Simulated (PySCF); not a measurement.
Compound: C7H3N4 (charge -1).
SMILES with atom numbers: `[N:1]#[C:2][c:3]1[cH:4][cH:5][c:6]2[n-:7][n:8][n:9][c:10]2[cH:11]1`

NICS = −σ at a ghost point: NICS(0) at the centroid of the ring atoms, NICS(1) 1 Å to either side along the normal of their mean plane, zz for the tensor component along that normal. Level: GIAO PBE0/pcSseg-1 (PySCF, non-relativistic, gas phase) on the GFN2-xTB geometry, one conformer.

Rings: 1. C3–C4–C5–C6–C10–C11; 2. C6–N7–N8–N9–C10.

| set | NICS(0) | NICS(1), two faces | NICS(1)zz, two faces |
| --- | --- | --- | --- |
| P | -13.1 | -16.5 / -16.5 | -41.8 / -41.8 |
| Q | -10.2 | -11.6 / -11.6 | -28.1 / -28.1 |

**Question.** Which set (ppm) belongs to which ring?

**Answer.** P = 2, Q = 1.
- 1 (6-membered carbocycle; formal bonds all aromatic): mean NICS(1)zz -28.1 ppm, shielded, aromatic by this magnetic criterion (flat ring, no four-coordinate atom), though in fused rings the probe also feels the neighbouring ring.
- 2 (5-membered ring with 3 N; formal bonds all aromatic): mean NICS(1)zz -41.8 ppm, shielded. For a flat ring without four-coordinate atoms the NICS criterion counts such a value as aromatic, though in fused rings the probe also feels the neighbouring ring.

**Question.** How do the rings differ in shape?

**Answer.** 
```json
{"ring": "1", "bond lengths (Å)": "1.418, 1.369, 1.397, 1.442, 1.385, 1.392", "rms pucker (Å)": "0.00", "HOMA": "0.82", "nearest outside atom to a NICS(1) probe (Å)": "hydrogen 2.66"}
{"ring": "2", "bond lengths (Å)": "1.345, 1.318, 1.306, 1.355, 1.442", "rms pucker (Å)": "0.00", "HOMA": "0.84", "nearest outside atom to a NICS(1) probe (Å)": "carbon 2.74"}
```

HOMA = 1 − mean of α(R − Ropt)² over the ring bonds, with Krygowski's 1993 parameters (CC: Ropt 1.388 Å, α 257.7 Å⁻²; CN: Ropt 1.334 Å, α 93.52 Å⁻²; NN: Ropt 1.309 Å, α 130.33 Å⁻²).
